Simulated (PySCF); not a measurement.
Identify the compound

Molecular formula: C6H8O3. Simulated spectra:

$^{1}$H NMR (600 MHz, computed): δ 7.91 (d, J = 1.5 Hz, 1H), 7.24 (d of sext, J = 5.1, 1.5 Hz, 1H), 5.55 (t of quint, J = 2.9, 2.0 Hz, 1H), 4.60 (m, 1H), 4.39 (ddq, J = 16.5, 2.7, 1.5 Hz, 1H), 1.93 (quint, J = 1.7 Hz, 3H).

$^{13}$C{$^{1}$H} NMR (computed): δ 163.8 (CH), 152.8 (C), 127.8 (CH), 100.2 (CH), 79.3 (CH2), 14.5 (CH3).

PySCF calculation with shieldings: GIAO PBE0/pcSseg-1, spin–spin couplings from B3LYP/pcJ-1 (without the spin–dipole term) and geometry: PBE0-D3(BJ)/def2-SVP; fast rotation and ring inversion assumed for equivalent nuclei, no solvent, non-relativistic Hamiltonian, one computed conformer.

Chemical shifts δ = σref − σ; $^{1}$H (31.27 ppm), $^{13}$C (184.41 ppm) against TMS, all at this level.

**Question.** What is the structure?

**Answer.** 
- The formula gives 3 degrees of unsaturation (1 ring in the answer).
- 6 carbon signals for 6 carbons: no two carbons are equivalent.
- Carbon types of the structure: 1 × C, 3 × CH, 1 × CH2, 1 × CH3, which accounts for all hydrogens.
- δC 163.8: ester carbonyl carbon; it is a carbonyl in resonance with an O or N lone pair, the region of acids, esters and amides.
- δC 152.8: fully substituted alkene carbon; an sp2 carbon of a C=C bond.
- δC 127.8: alkene CH; the olefinic region.
- δC 100.2: sp3 carbon bearing two oxygens; 2 electronegative neighbours deshield it.
- δC 79.3: allylic sp3 CH2 bonded to O; pulled downfield by the heteroatom.
- δH 7.24: hydrogen on an sp3 carbon bearing two oxygens; its carbon carries O, hence the downfield position.
- δH 4.60, 4.39: hydrogen on an allylic sp3 CH2 bonded to O; its carbon carries O, which withdraws density.

The compound is SMILES CC1=C[C@@H](OC=O)OC1.

The data come from this structure; uniqueness wasn't tested.

Splittings below 1 Hz are ignored in the labels, and close J values are merged. Unscaled 3J(H,H) at this level run about 10 % above measured values. Shifts are as computed. Against solution values, carbons near 30 ppm lie about +2 ppm off and those near 130 ppm about +5 ppm. Of 1211 compounds with measured shifts, 218 miss one by over three times the rms of a fit or turn the order of signals round; such compounds aren't used in these exercises.
